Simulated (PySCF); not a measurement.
TaNCl₂ + 2 H₂O → TaN(OH)₂ + 2 HCl

Level: PBE0 in the def2-TZVP basis family, computed in PySCF with density fitting; scalar-relativistic core potentials for atoms from Rb on, none lighter, no spin–orbit coupling; open shells unrestricted.

| species | state and structure | ZPE (kJ/mol) | H(298 K) − H(0) (kJ/mol) | S° (J/(mol K)) |
| --- | --- | --- | --- | --- |
| TaNCl₂ | singlet, Cs, Ta–Cl 2.305 Å (×2), Ta–N 1.680 Å; Cl–Ta–Cl 114.6°, Cl–Ta–N 106.7° (×2) | 14.3 | 16.5 | 336.9 |
| H₂O | singlet, C2v, O–H 0.960 Å (×2); H–O–H 105.1° | 56.5 | 9.9 | 188.7 |
| TaN(OH)₂ | singlet, Cs, O–H 0.959 Å (×2), Ta–N 1.698 Å, Ta–O 1.923 Å (×2); H–O–Ta 121.1° (×2), N–Ta–O 105.7° (×2), O–Ta–O 110.9° | 80.2 | 16.4 | 318.4 |
| HCl | singlet, C∞v, H–Cl 1.279 Å | 17.9 | 8.7 | 186.6 |

Is the gas-phase reaction uphill or downhill in electronic energy at this level, and by how much?

At PBE0/def2-TZVP, ΔE = 47.9 kJ/mol, uphill. 

Add zero-point, thermal and entropy terms for 298.15 K and 1 bar.

ΔZPE = -11.3 and Δ[H(298) − H(0)] = -2.5 kJ/mol give ΔH° = 34.1 kJ/mol. ΔS° = -22.7 J/(mol K), so ΔG° = 34.1 − 298.15 × (-0.0227) = 41 kJ/mol and log₁₀K = -7.2.

Spin–orbit coupling can matter for TaNCl₂, TaN(OH)₂ and is left out. The structures come from searches over a few start shapes, so lower isomers are not excluded.
